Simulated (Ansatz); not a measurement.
Born–Oppenheimer molecular dynamics of BrCl₃H₂OTi (8 atoms, charge 0, multiplicity 1). It starts at the highest image of a converged band, a first-order saddle point between two minima.

These are results of RKS PBE/def2-SVP (Ansatz 0.2.0), not measurements.

| Quantity | Value |
| --- | --- |
| ensemble | NVE (velocity Verlet) |
| time step | 0.5 fs |
| steps asked | 200 |
| starting velocities drawn for | 300 K |
| seed | 11416 |

Frames 2.5 fs apart, positions in Å, forces in eV/Å.

Velocities at 25 fs (Å/ps):

```
Ti 2.04 -1.06 -3.25
O 3.91 -0.52 3.03
H 6.92 4.03 -1.34
Cl 0.08 -0.61 0.81
Cl -0.96 -1.52 3.12
Cl -2.97 0.71 -3.75
Br -0.12 1.02 1.53
H -21.24 24.00 -20.38
```

```xyz
8
Properties=species:S:1:pos:R:3:forces:R:3 time_fs=25 energy_less_start_eV=0.011 T=285
Ti 0.114 -0.172 -0.038 0.95 0.07 -0.11
O -0.070 -0.266 1.879 -0.16 -0.38 0.87
H -0.690 0.165 2.517 0.35 -0.29 -0.37
Cl 2.092 0.530 -0.716 -0.47 -0.12 -0.03
Cl -1.109 1.645 0.062 -0.11 0.18 -0.15
Cl -0.987 -1.423 -1.416 -0.05 -0.17 -0.16
Br 1.487 -2.495 1.204 -0.35 0.36 -0.23
H 0.483 -1.268 2.031 -0.17 0.35 0.19
8
Properties=species:S:1:pos:R:3:forces:R:3 time_fs=27.5 energy_less_start_eV=0.013 T=283
Ti 0.120 -0.175 -0.047 0.93 -0.12 -0.30
O -0.060 -0.267 1.888 -0.11 0.31 -0.06
H -0.666 0.168 2.508 -0.17 -0.04 0.28
Cl 2.092 0.528 -0.714 -0.42 -0.08 -0.08
Cl -1.112 1.641 0.069 -0.08 0.14 -0.11
Cl -0.994 -1.421 -1.426 0.01 -0.09 -0.10
Br 1.487 -2.492 1.207 -0.30 0.32 -0.47
H 0.427 -1.203 1.992 0.14 -0.43 0.84
8
Properties=species:S:1:pos:R:3:forces:R:3 time_fs=30 energy_less_start_eV=0.051 T=235
Ti 0.127 -0.177 -0.055 0.82 -0.29 -0.28
O -0.051 -0.268 1.896 -0.46 1.35 -0.50
H -0.651 0.167 2.513 -0.38 0.06 0.49
Cl 2.091 0.526 -0.712 -0.33 -0.04 -0.13
Cl -1.114 1.638 0.077 -0.03 0.09 -0.08
Cl -1.001 -1.420 -1.436 0.08 -0.03 -0.05
Br 1.486 -2.490 1.211 -0.29 0.30 -0.59
H 0.381 -1.167 2.002 0.59 -1.44 1.15
8
Properties=species:S:1:pos:R:3:forces:R:3 time_fs=32.5 energy_less_start_eV=-0.046 T=359
Ti 0.135 -0.181 -0.064 0.54 -0.38 0.11
O -0.044 -0.264 1.903 -0.52 0.50 0.40
H -0.654 0.168 2.542 0.14 -0.20 -0.22
Cl 2.090 0.525 -0.711 -0.19 0.01 -0.20
Cl -1.117 1.634 0.084 0.03 0.02 -0.10
Cl -1.009 -1.419 -1.445 0.14 0.01 -0.01
Br 1.485 -2.486 1.214 -0.34 0.32 -0.53
H 0.364 -1.203 2.075 0.20 -0.27 0.55
8
Properties=species:S:1:pos:R:3:forces:R:3 time_fs=35 energy_less_start_eV=-0.026 T=333
Ti 0.143 -0.184 -0.073 0.21 -0.45 0.57
O -0.039 -0.258 1.912 -0.08 -0.99 1.06
H -0.651 0.160 2.561 0.13 -0.03 -0.42
Cl 2.088 0.523 -0.709 -0.03 0.06 -0.26
Cl -1.120 1.631 0.091 0.10 -0.06 -0.14
Cl -1.016 -1.417 -1.455 0.21 0.05 0.03
Br 1.484 -2.483 1.216 -0.42 0.35 -0.39
H 0.361 -1.256 2.180 -0.11 1.06 -0.45
8
Properties=species:S:1:pos:R:3:forces:R:3 time_fs=37.5 energy_less_start_eV=0.019 T=276
Ti 0.152 -0.188 -0.081 -0.05 -0.59 0.82
O -0.033 -0.256 1.924 0.48 -1.68 0.87
H -0.644 0.150 2.559 -0.38 0.40 0.02
Cl 2.086 0.521 -0.708 0.11 0.12 -0.33
Cl -1.122 1.628 0.098 0.16 -0.14 -0.13
Cl -1.022 -1.415 -1.465 0.27 0.10 0.07
Br 1.483 -2.479 1.218 -0.44 0.38 -0.38
H 0.352 -1.251 2.260 -0.17 1.42 -0.94
8
Properties=species:S:1:pos:R:3:forces:R:3 time_fs=40 energy_less_start_eV=-0.067 T=385
Ti 0.161 -0.193 -0.088 -0.18 -0.83 0.85
O -0.027 -0.259 1.940 -0.11 -0.38 0.63
H -0.655 0.162 2.554 -0.21 0.27 -0.10
Cl 2.085 0.520 -0.708 0.24 0.18 -0.39
Cl -1.124 1.624 0.105 0.21 -0.20 -0.09
Cl -1.029 -1.414 -1.474 0.33 0.16 0.11
Br 1.481 -2.475 1.220 -0.36 0.38 -0.58
H 0.334 -1.166 2.289 0.07 0.42 -0.43
8
Properties=species:S:1:pos:R:3:forces:R:3 time_fs=42.5 energy_less_start_eV=0.026 T=267
Ti 0.169 -0.199 -0.094 -0.32 -1.02 0.94
O -0.021 -0.263 1.958 -1.80 3.15 -0.57
H -0.677 0.188 2.543 0.29 -0.14 -0.40
Cl 2.084 0.518 -0.709 0.36 0.24 -0.44
Cl -1.126 1.620 0.112 0.25 -0.26 -0.06
Cl -1.034 -1.412 -1.484 0.39 0.21 0.15
Br 1.479 -2.471 1.222 -0.32 0.41 -0.74
H 0.326 -1.070 2.299 1.16 -2.58 1.12
8
Properties=species:S:1:pos:R:3:forces:R:3 time_fs=45 energy_less_start_eV=-0.071 T=390
Ti 0.177 -0.206 -0.099 -0.57 -1.03 1.25
O -0.021 -0.257 1.974 -0.35 0.66 -0.29
H -0.687 0.209 2.512 -0.09 0.06 0.06
Cl 2.083 0.518 -0.710 0.46 0.27 -0.48
Cl -1.127 1.616 0.118 0.31 -0.34 -0.08
Cl -1.039 -1.409 -1.493 0.44 0.23 0.19
Br 1.476 -2.467 1.223 -0.34 0.44 -0.67
H 0.374 -1.093 2.359 0.13 -0.30 0.03
8
Properties=species:S:1:pos:R:3:forces:R:3 time_fs=47.5 energy_less_start_eV=0.027 T=266
Ti 0.185 -0.215 -0.102 -0.80 -0.94 1.58
O -0.022 -0.249 1.989 0.90 -1.31 0.11
H -0.701 0.233 2.483 -0.31 0.19 0.32
Cl 2.083 0.517 -0.712 0.53 0.29 -0.50
Cl -1.128 1.611 0.124 0.36 -0.41 -0.11
Cl -1.044 -1.407 -1.502 0.48 0.24 0.22
Br 1.474 -2.462 1.223 -0.38 0.50 -0.50
H 0.432 -1.142 2.423 -0.78 1.45 -1.10
8
Properties=species:S:1:pos:R:3:forces:R:3 time_fs=50 energy_less_start_eV=0.007 T=291
Ti 0.191 -0.225 -0.103 -0.87 -0.93 1.66
O -0.020 -0.244 2.004 0.23 -0.52 0.10
H -0.728 0.265 2.470 0.40 -0.39 -0.03
Cl 2.084 0.517 -0.714 0.54 0.29 -0.51
Cl -1.129 1.605 0.130 0.39 -0.45 -0.11
Cl -1.047 -1.404 -1.510 0.51 0.25 0.24
Br 1.471 -2.457 1.223 -0.38 0.52 -0.55
H 0.447 -1.113 2.428 -0.83 1.22 -0.81
8
Properties=species:S:1:pos:R:3:forces:R:3 time_fs=52.5 energy_less_start_eV=-0.021 T=326
Ti 0.197 -0.236 -0.102 -0.78 -0.98 1.56
O -0.018 -0.242 2.019 -1.07 2.11 -1.48
H -0.735 0.276 2.458 0.44 -0.49 0.12
Cl 2.086 0.518 -0.718 0.48 0.28 -0.50
Cl -1.128 1.599 0.136 0.40 -0.48 -0.09
Cl -1.050 -1.400 -1.518 0.53 0.27 0.27
Br 1.468 -2.451 1.223 -0.35 0.51 -0.75
H 0.419 -1.023 2.391 0.34 -1.22 0.87
```

Of the whole run (100 fs, mean temperature of the second half 587 K): The conserved energy stayed within 0.3 meV per atom of its start (net change 0.03 meV per atom), so the integration is sound. The kinetic energy rose, since the run started high on the potential surface and went downhill. A run of 0.1 ps of so small a system gives no equilibrium averages. The orbitals stay closed-shell, which can raise the energy where a bond breaks towards radicals; this wasn't checked here.

Time of the run: 8.7 min on 4 threads of Arm Neoverse V2 (shared host), peak memory 0.28 GiB.
